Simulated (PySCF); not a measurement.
Species: tetraallylsilane, C12H20Si.
SMILES with atom numbers: `[CH2:1]=[CH:2][CH2:3][Si:4]([CH2:5][CH:6]=[CH2:7])([CH2:8][CH:9]=[CH2:10])[CH2:11][CH:12]=[CH2:13]` (hydrogens: H14, H15 on C1; H16 on C2; H17, H18 on C3; H19, H20 on C5; H21 on C6; H22, H23 on C7; H24, H25 on C8; H26 on C9; H27, H28 on C10; H29, H30 on C11; H31 on C12; H32, H33 on C13)

Theory: PBE0-D3(BJ)/def2-SVP geometry optimisation, gas phase (PySCF).

Question: Give the optimised bond lengths and angles.

Answer: 
```
                   bond  length (Å)   order
 C1=C2 and 3 like bonds       1.337  double
 C2–C3 and 3 like bonds       1.490  single
C3–Si4 and 3 like bonds       1.897  single
C1–H14 and 3 like bonds       1.095  single
C1–H15 and 3 like bonds       1.093  single
C2–H16 and 3 like bonds       1.098  single
C3–H17 and 7 like bonds       1.103  single
```

Bonds in one row agree within 0.01 Å and their mean is given. Orders are formal, as drawn. A selection of angles:
```
     angle  degrees
 C2–C1–H14    121.5
 C2–C1–H15    121.4
H14–C1–H15    117.1
  C1–C2–C3    126.0
 C1–C2–H16    118.2
 C3–C2–H16    115.8
 C2–C3–Si4    112.2
 C2–C3–H17    110.9
Si4–C3–H17    107.0
H17–C3–H18    107.7
 C3–Si4–C5    108.6
```

Torsions: C1–C2–C3–Si4 100° (anticlinal); C2–C3–Si4–C5 180° (antiperiplanar); C3–Si4–C5–C6 68° (synclinal); Si4–C5–C6–C7 -99° (anticlinal); C3–Si4–C8–C9 62° (synclinal); Si4–C8–C9–C10 -102° (anticlinal); C3–Si4–C11–C12 -175° (antiperiplanar); Si4–C11–C12–C13 -100° (anticlinal). The mirror-image conformer, all signs reversed, is as good.

Si4 (four-coordinate silicon) is tetrahedral (angles from 108.6° to 110.0°). The 8 C–C bonds span 1.337 Å (C6=C7, drawn double) to 1.491 Å (C5–C6, drawn single), a spread of 0.154 Å.

Point group: C1 (no symmetry element, even within 0.4 Å). No frequency check. One conformer, not necessarily the lowest.

On an Arm Neoverse V1 with one thread, shared host with 32 logical CPUs at a one-minute load of 9.4, this took 12 min and 2.2 GiB of memory at its peak. These figures are those of the optimisation.
